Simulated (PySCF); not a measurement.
C₃H₇FOSi, SMILES O[Si@H](F)CC=C.

Coordinates come from a PBE-D3(BJ)/def2-SVP optimisation. The structure was generated by enumeration; whether it is a known compound was not checked. One conformer was computed; it need not be the lowest.

Computed with PySCF with PBE-D3(BJ)/def2-SVP.

Frequencies are harmonic and unscaled.

| mode | ν (cm⁻¹) | IR (km/mol) | moving atoms (share of kinetic energy) |
|---|---|---|---|
| 1 | 28 | 0.1 | C 50 %, H 24 %, F 21 % |
| 2 | 46 | 0.3 | C 35 %, H 26 %, O 20 %, F 15 % |
| 3 | 152 | 1.0 | H 36 %, C 28 %, O 15 %, F 13 %, Si 9 % |
| 4 | 228 | 43.9 | H 47 %, F 22 %, Si 15 %, C 13 % |
| 5 | 243 | 13.7 | H 36 %, O 21 %, C 19 %, F 14 %, Si 11 % |
| 6 | 272 | 41.2 | H 47 %, O 17 %, C 16 %, F 11 %, Si 9 % |
| 7 | 352 | 52.0 | O 32 %, Si 24 %, F 20 %, H 18 % |
| 8 | 405 | 8.4 | H 49 %, C 44 % |
| 9 | 571 | 15.5 | H 52 %, C 35 %, Si 10 % |
| 10 | 696 | 122.4 | H 74 %, C 14 %, Si 10 % |
| 11 | 712 | 17.9 | H 54 %, C 39 % |
| 12 | 777 | 109.8 | H 61 %, C 20 %, Si 10 % |
| 13 | 798 | 37.1 | H 36 %, O 28 %, F 21 %, Si 11 % |
| 14 | 823 | 4.2 | H 69 %, F 13 %, O 12 % |
| 15 | 883 | 21.8 | H 72 %, C 27 % |
| 16 | 895 | 181.6 | H 53 %, Si 28 %, F 10 % |
| 17 | 920 | 4.6 | H 53 %, C 39 % |
| 18 | 934 | 167.4 | Si 38 %, H 26 %, O 17 %, F 10 %, C 9 % |
| 19 | 986 | 7.3 | H 90 %, C 10 % |
| 20 | 1009 | 20.3 | H 73 %, C 23 % |
| 21 | 1132 | 60.3 | H 63 %, C 35 % |
| 22 | 1166 | 24.5 | H 60 %, C 39 % |
| 23 | 1271 | 2.3 | H 81 %, C 19 % |
| 24 | 1356 | 7.4 | H 91 %, C 9 % |
| 25 | 1385 | 5.2 | H 83 %, C 17 % |
| 26 | 1665 | 20.1 | C 88 %, H 12 % |
| 27 | 2181 | 143.8 | H 97 % |
| 28 | 2981 | 5.9 | H 95 % |
| 29 | 3043 | 0.9 | H 91 %, C 9 % |
| 30 | 3069 | 11.1 | H 94 % |
| 31 | 3077 | 4.2 | H 92 % |
| 32 | 3173 | 7.9 | H 89 %, C 11 % |
| 33 | 3768 | 79.8 | H 94 % |
